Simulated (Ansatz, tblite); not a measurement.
Forces on the cluster Pb₂S₃ at its r2SCAN-D4/def2-SVP geometry. The state is a singlet with charge 0.

In the def2 sets Pb takes a core potential; there is no spin–orbit coupling. The xTB rows come from tblite. Another isomer (singlet) lies 0.36 eV lower at PBE0-D4/def2-TZVP; other spin states weren't run for this one.

GFN1-xTB (tblite), largest force 0.72 eV/Å:

```xyz
5
positions Å, forces eV/Å
Pb   -0.935   -1.609    1.195    0.302    0.421   -0.316
Pb    1.899    0.866   -0.730   -0.493   -0.274    0.224
S    -1.936    0.350   -0.126    0.390   -0.255    0.155
S     1.519   -1.170    0.732   -0.534    0.411   -0.257
S    -0.548    1.563   -1.070    0.334   -0.303    0.193
```

GFN2-xTB (tblite), largest force 0.52 eV/Å:

```
Pb 0.310 0.295 -0.228
Pb -0.340 -0.272 0.214
S 0.334 -0.051 0.015
S -0.387 0.298 -0.186
S 0.083 -0.270 0.186
```

PBE-D4/def2-TZVP (Ansatz), largest force 0.21 eV/Å:

```
Pb 0.080 0.153 -0.113
Pb -0.181 -0.075 0.064
S 0.205 0.034 -0.037
S -0.074 0.057 -0.036
S -0.029 -0.170 0.122
```
